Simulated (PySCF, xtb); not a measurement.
C₄H₃FSi, SMILES C#C[SiH](F)C#C.

The structure is a stationary point at ωB97X-D3(BJ)/def2-SVP. This is a generated structure with no PubChem entry under its InChIKey; it may be hypothetical.

These are C-PCM-ωB97X/def2-SVP (PySCF) values and carry that method's errors.

The values are the electrostatic part of the solvation free energy, E(continuum) − E(gas) at the gas-phase geometry, in a cavity of scaled van der Waals radii (PySCF's table); cavitation and dispersion terms are not included. In vacuum the orbital gap is 11.97 eV. The dipole moment in vacuum is 2.07 D.

Computed values in water (ε = 78.36), toluene (ε = 2.37), benzene (ε = 2.27):
| solvent | ε | ΔG(elec) (kcal/mol) | dipole (D) | gap (eV) |
|---|---|---|---|---|
| water | 78.36 | -5.2 | 2.53 | 11.99 |
| toluene | 2.37 | -2.9 | 2.31 | 11.98 |
| benzene | 2.27 | -2.8 | 2.30 | 11.98 |

For comparison, GFN2-xTB/ALPB(water) (xtb, at the GFN2-xTB geometry, all terms of that model) gives -1.4 kcal/mol.
